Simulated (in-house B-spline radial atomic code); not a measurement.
The caesium ion Cs⁴⁺: [Ne] 3s2 (3p1/2)2 (3p3/2)3 (3d3/2)4 (3d5/2)5 4s2 4p6 4d10 5s2 5p5 (with a hole in an inner shell)

Level of theory: Dirac-Kohn-Sham B3LYP, spherical fractional occupations, Fermi nucleus of rms radius 4.8041 fm; calculated with a radial B-spline atomic code at the basis-set limit.

Effective charges: Z_r = [3n² - l(l+1)]/(2<r>) from the radius, Z_e = n√(-2ε) from the energy, and Slater's rules. Values are occupation-weighted means over j. An effective charge above Z reflects the relativistic contraction of the inner shells.

```csv
shell,electrons,ε (eV),<r> (bohr),Z_r,Z_e,Slater
1s,2,-36012,0.02611,57.45,51.45,54.70
2s,2,-5792.7,0.1116,53.78,41.27,50.85
2p,6,-5222.5,0.09786,51.09,39.18,50.85
3s,2,-1299.2,0.2953,45.72,29.32,44.10
3p,5,-1116.9,0.2917,42.86,27.18,44.10
3d,9,-840.39,0.2679,39.19,23.58,35.20
4s,2,-299.94,0.6718,35.73,18.78,28.95
4p,6,-237.52,0.7079,32.49,16.71,28.95
4d,10,-144.66,0.775,27.10,13.04,17.85
5s,2,-74.883,1.549,24.20,11.73,11.60
5p,5,-57.277,1.737,21.02,10.26,11.60
```

The least bound orbital is 5p3/2 at -56.4 eV, and it is also the most diffuse (<r> = 1.757 bohr). The part-filled 3p shell lies below the filled 5s shell in orbital energy.

For the 1s electron the small component carries 4.12 % of the norm, the zero-frequency Breit interaction raises the level by 92.14 eV, self-energy by 53.26 eV, and vacuum polarisation lowers it by 7.579 eV.

Caution: exact exchange at fractional occupations of open shells leaves self-interaction of up to several eV.
